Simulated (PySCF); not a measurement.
Potential energy curve for CuF, singlet.

Levels of theory: UKS-B3LYP/6-31G* = unrestricted B3LYP/6-31G*, spherical d (PySCF); RKS-PBE = restricted PBE/def2-TZVP (PySCF); UCCSD(T) = PySCF with CCSD(T) on UHF/def2-TZVP, 6 core orbitals frozen.

Energies are in kcal/mol, each relative to the lowest point of its own curve near equilibrium.

| R / Å | UKS-B3LYP/6-31G* | RKS-PBE | UCCSD(T) |
|---|---|---|---|
| 1.34 | 80.4 | 99.4 | 106.1 |
| 1.42 | 38.3 | 53.6 | 61.4 |
| 1.51 | 13.1 | 23.5 | 25.2 |
| 1.59 | 2.8 | 9.1 | 10.4 |
| 1.64 | 0.3 | 4.1 | 5.0 |
| 1.70 | 0.0 | 0.9 | 1.4 |
| 1.76 | 1.9 | 0.0 | 0.0 |
| 1.81 | 4.7 | 0.5 | 0.1 |
| 1.86 | 8.3 | 1.7 | 1.1 |
| 1.94 | 15.1 | 5.0 | 3.9 |
| 2.03 | 23.6 | 9.7 | 8.3 |
| 2.19 | 39.6 | 19.2 | 18.0 |
| 2.35 | 54.8 | 29.0 | 28.3 |
| 2.66 | 77.8 | 45.8 | 47.4 |
| 2.91 | 88.8 | 56.6 | 68.0 |
| 3.19 | 96.3 | 65.9 | 79.8 |
| 3.53 | 101.6 | — | 87.3 |
| 3.84 | 104.6 | — | 89.9 |
| 4.28 | 107.1 | — | 91.1 |
| 4.80 | 108.8 | — | 91.4 |
| 5.35 | 109.7 | — | 91.5 |
| 6.19 | 110.3 | — | 91.5 |
| 7.03 | 111.2 | — | 91.5 |

At the longest distance, 7.03 Å, UKS-B3LYP/6-31G* lies highest above its minimum (111.2 kcal/mol) and UCCSD(T) lowest (91.5 kcal/mol).

Dashes: no converged value, or the column stops at the first point that the program doubted or that broke a chosen test of continuity, which isn't proof of a fault.

The unrestricted determinant behind UKS-B3LYP/6-31G* is spin-contaminated at 1.51 to 7.03 Å (<S²> up to 1.0, against 0.00 for a pure singlet). The restricted form behind RKS-PBE keeps the bonding electrons paired and can't separate into open-shell fragments. The unrestricted solution behind UCCSD(T) changes between 1.42 and 1.51 Å, which can leave a kink. The unrestricted determinant behind UCCSD(T) is spin-contaminated at 1.34 to 1.42, 2.91 to 7.03 Å (<S²> up to 1.0, against 0.00 for a pure singlet).
